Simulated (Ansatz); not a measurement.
Consider the ligand exchange at the Si–C bond: `C=CC[Si](F)(F)F` + HI → `F[Si](F)(F)I` + `C=CC`.

Calculated with Ansatz (gas phase, PBE0-D4/def2-TZVP geometries, no zero-point term in ΔE). CBS: MP2 limit from def2 TZ/QZ plus the TZ coupled-cluster correction, frozen cores. Functionals use def2-TZVPP. Elements past krypton have def2 core potentials. For I outer-core shells are correlated without core-valence functions, which leaves a few kJ/mol of doubt a bond. Each species was taken in one conformer, which may not be the lowest.

```csv
level,ΔE (kJ/mol)
PBE-QIDH,-62.2
r2SCAN,-62.5
r2SCANh,-62.4
HF/def2-SVP,-50.1
```

Problem. What does CCSD(T)/CBS give? (Best estimate.)

Solution. The calculation gave: -61.7 kJ/mol. The listed levels differ from it by -0.5, -0.8, -0.7, 11.6 kJ/mol.

Problem. What do rigid-rotor, harmonic-oscillator terms from PBE0-D4/def2-TZVP frequencies (298.15 K, 1 bar) make of the CCSD(T)/CBS value? (Estimate.)

Solution. The calculation gave: ΔZPE = +11.9 kJ/mol, ΔH = -51.9 kJ/mol, ΔS = 7 J/(mol·K), ΔG = -54.1 kJ/mol. Modes under 50 cm⁻¹ make the entropy rough.

Largest T1 diagnostic among the species: 0.011.

Leaving LDA and LC-ωPBE aside and taking each functional with its dispersion term where it has one, the values, not all of them listed here, spread over 7.6 kJ/mol, from PBE-QIDH to CAM-B3LYP-D4. LDA lies +8.1 kJ/mol from PBE without D4. At CCSD(T), def2-SVP lies +16.9 kJ/mol from the extrapolated value and def2-TZVPP +8.3 kJ/mol.

CCSD(T)/CBS has its own doubt, a few kJ/mol and more with outer-core shells, so smaller differences from it don't rank the levels.
